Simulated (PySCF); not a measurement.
Isomers of C4H7N3.

All values: CAM-B3LYP/def2-SVPD (PySCF) at GFN2-xTB geometries, gas phase, one conformer each. Core orbitals are frozen in the response; Δα² is half the sum of the squared differences of the principal polarisabilities.

Problem. Rank by HOMO–LUMO gap, highest first.
A. `[CH3:1][CH2:2][n:3]1[cH:4][cH:5][n:6][n:7]1` with C1–C2–N3–C4 77°
B. `CC1=NN=CN1C`
C. `Cn1c(C)cnn1`

Solution. A (9.84 eV), C (9.49 eV), B (9.29 eV).

All values together:

| SMILES | μ (D) | HOMO (eV) | LUMO (eV) | α (Å³) | Δα (Å³) |
| --- | --- | --- | --- | --- | --- |
| Cc1nncn1C | 6.27 | -8.45 | 0.83 | 9.63 | 4.21 |
| Cc1nn[nH]c1C | 4.89 | -8.26 | 0.99 | 9.79 | 4.31 |
| Cc1cnnn1C | 5.19 | -8.54 | 0.95 | 9.77 | 4.32 |
| CCn1ccnn1 | 4.80 | -8.89 | 0.94 | 9.72 | 4.09 |
| CCn1cnnc1 | 6.43 | -8.57 | 0.88 | 9.54 | 3.60 |

Conformers: `[CH3:1][CH2:2][n:3]1[cH:4][cH:5][n:6][n:7]1` with C1–C2–N3–C4 77°; `[CH3:1][CH2:2][n:3]1[cH:4][n:5][n:6][cH:7]1` with C1–C2–N3–C4 -88°.
